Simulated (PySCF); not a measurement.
# UHF on Se+ (selenium, charge +1)

Configuration: [Ar] 3d10 4s1 4p4, high-spin 4P determinant (an excited configuration). Computed with PySCF 2.14 in aug-cc-pVQZ-PP with ECP10MDF, with scalar relativity through the core potential.

```
Total energy                                                  : -371.149293 hartree
One-electron energy                                           : -645.1764 hartree
Hartree (Coulomb) energy                                      : 301.5217 hartree
Exchange energy                                               : -27.4946 hartree
⟨S²⟩                                                          : 3.7638
⟨L²⟩                                                          : 2.017
Sum of ⟨r⟩                                                    : 21.09 bohr
Sum of ⟨r²⟩                                                   : 31.91 bohr²
Traceless quadrupole moment −½Σ⟨3z² − r²⟩ along its main axis : -2.09 e·bohr²
```

```csv
shell,electrons,mean orbital energy (eV),spread (eV),"rms radius, mean of both spins (bohr)"
3s α,1,-255.23,0,0.615
3s β,1,-253.91,0,0.615
3p α,3,-197.53,0.515,0.637
3p β,3,-196.59,0.040,0.637
3d α,5,-83.225,0.482,0.688
3d β,5,-82.608,0.229,0.688
4s α,1,-38.061,0,1.87
4p α,3,-22.428,1.619,2.26
4p β,1,-16.840,0,2.26
```

Energies and moments cover only the electrons outside the core potential.
